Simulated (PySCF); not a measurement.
SMILES C[O][Ge]([SiH3])([SiH3])[O]C at its GFN2-xTB optimised geometry (Å):

```
19

C      0.2628    -1.1614    -2.5508
O     -0.3388    -1.0537    -1.2939
Ge     0.0744     0.1840     0.0000
Si    -1.7712     1.6907     0.0000
Si     2.4874     0.1840     0.0000
O     -0.4522    -0.6945     1.4808
C      0.0665    -1.9163     1.9360
H      0.1388    -2.1900    -2.8988
H      1.3347    -0.9308    -2.5171
H     -0.2117    -0.4885    -3.2724
H     -1.6113     2.6907     1.0599
H     -1.8125     2.4206    -1.2764
H     -3.0444     0.9936     0.1739
H      3.0444    -1.1575    -0.2165
H      2.9803     0.6830     1.2863
H      3.0061     1.0647    -1.0525
H     -0.5176    -2.2203     2.8076
H     -0.0130    -2.6907     1.1694
H      1.1174    -1.8205     2.2308
```

Calculation: PBE0/def2-SVP in PySCF. Cells within 0.4 Å of a nucleus heavier than hydrogen are left out (blank, or x).

Map of the electron localisation function on the plane z = 0.0 Å:

```
|000000000000000000000000000|
|000000000000000000000000000|
|000000000000000000000000000|
|000000000000000000000000000|
|000000000000000000000000000|
|000000011221000000000000000|
|000000023442000000000000000|
|000000123242100000000000000|
|000134411503321000001100000|
|00069992xx25864211123210000|
|002999991509854564245420000|
|002999996388211487002421000|
|0019999965743x62955x1220000|
|0004999611214xx1946x2220000|
|000035300001121387003861000|
|000000000000111244799995100|
|000000000000010002899998200|
|000000000000000000799998100|
|000000000000000000299995000|
|000000000000000000037730000|
|000000000000132000000000000|
|000000000000242000000000000|
|000000000000000000000000000|
|000000000000000000000000000|
|000000000000000000000000000|
|000000000000000000000000000|
|000000000000000000000000000|
```
Scale: ten equal steps from 0.000 (start of '0') to 1.000 (end of '9'), in the order '0123456789'; x runs from -5.50 to 5.50, y from -5.50 (bottom) to 5.50 (top).
